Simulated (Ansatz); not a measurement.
Two isomers of H8O2Si3: A = `O[SiH](O)[SiH2][SiH3]`, B = `O[SiH2][SiH](O)[SiH3]`.

Gas-phase electronic energies from Ansatz, PBE0-D4/def2-TZVP geometries. CBS: MP2 limit from def2 TZ/QZ plus the TZ coupled-cluster correction, frozen cores. Functionals use def2-TZVPP. B3LYP here is the variant with VWN-RPA as its local correlation; programs differ in this. Each species was taken in one conformer, which may not be the lowest.

Question: Which isomer does CCSD(T)/CBS put lower? Give the gap. (Best estimate.)

Answer: Computed: A, by 9.7 kcal/mol.

Question: Give E(B) − E(A) in kcal/mol with PBE0-D4, CCSD/def2-TZVPP, B2PLYP, B3LYP-D4, r2SCAN-D4, HF/def2-TZVPP, MP2/def2-TZVPP. (An estimate is asked.)

Answer: The calculation gave: PBE0-D4 9.7, CCSD/def2-TZVPP 9.9, B2PLYP 9.6, B3LYP-D4 9.2, r2SCAN-D4 10.0, HF/def2-TZVPP 9.3, MP2/def2-TZVPP 10.1. None reverses the order clearly.

Largest T1 diagnostic: 0.013.
